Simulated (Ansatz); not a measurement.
A nudged elastic band was laid between two geometries of CH$_{6}$S$_{2}$Si (10 atoms, charge 0, multiplicity 1).

Computed with RHF/6-31G* in Ansatz.

- movable images: 8
- climbing image: no
- spring: 5.0 eV/Å²
- optimiser: quadratic models (default)
- start path: IDPP
- force threshold: 0.05 eV/Å
- iteration limit: 60
- end points: relaxed

First end point:

```xyz
10
Properties=species:S:1:pos:R:3
Si -1.239 1.144 -0.435
S -0.015 0.542 1.230
C 0.645 -1.075 0.700
S 1.674 -1.104 -0.796
H -2.036 -0.006 -0.895
H -2.110 2.200 0.106
H -0.454 1.680 -1.556
H 1.205 -1.450 1.543
H -0.166 -1.763 0.509
H 2.580 -0.218 -0.403
```

Last end point:

```xyz
10
Properties=species:S:1:pos:R:3
Si -1.672 0.871 0.021
S 0.447 1.016 0.324
C 0.994 -0.617 -0.297
S 2.760 -0.905 -0.022
H -2.227 -0.271 0.771
H -2.237 2.135 0.513
H -1.988 0.686 -1.408
H 0.419 -1.405 0.165
H 0.855 -0.671 -1.367
H 2.733 -0.889 1.304
```

Task: What changes between the two ends?

Result: No bond is made or broken. The dihedral Si1–S2–C3–H9 goes from -60 to 69°.

Task: Give the energies along the band, and the barrier.

Result: The forces met the threshold. The highest image is number 5 of 0 to 9, 10.3 kJ/mol above the first end and 6.5 kJ/mol above the last; the last end lies 3.8 kJ/mol above the first. No image climbed, so the highest image needn't sit at the top of the path.

```
image  path coordinate (Å)  energy (kJ/mol)  dihedral Si1–S2–C3–H9 (°)
    0                 0.00              0.0                        -60
    1                 0.57              0.7                        -50
    2                 1.13              2.6                        -39
    3                 1.70              5.6                        -25
    4                 2.27              8.8                         -9
    5                 2.83             10.3                          8
    6                 3.40              9.3                         24
    7                 3.96              6.8                         40
    8                 4.53              4.6                         55
    9                 5.09              3.8                         69
```

Task: What is the geometry of the highest image?

Result: 
```xyz
10
Properties=species:S:1:pos:R:3
Si -1.605 0.998 -0.205
S 0.234 0.723 0.860
C 0.843 -0.869 0.179
S 2.533 -0.822 -0.475
H -2.516 -0.139 0.018
H -2.190 2.239 0.324
H -1.361 1.115 -1.654
H 0.769 -1.615 0.953
H 0.230 -1.194 -0.649
H 3.146 -0.487 0.652
```

Time of the run: 2.2 min on 1 CPU thread of a shared host.
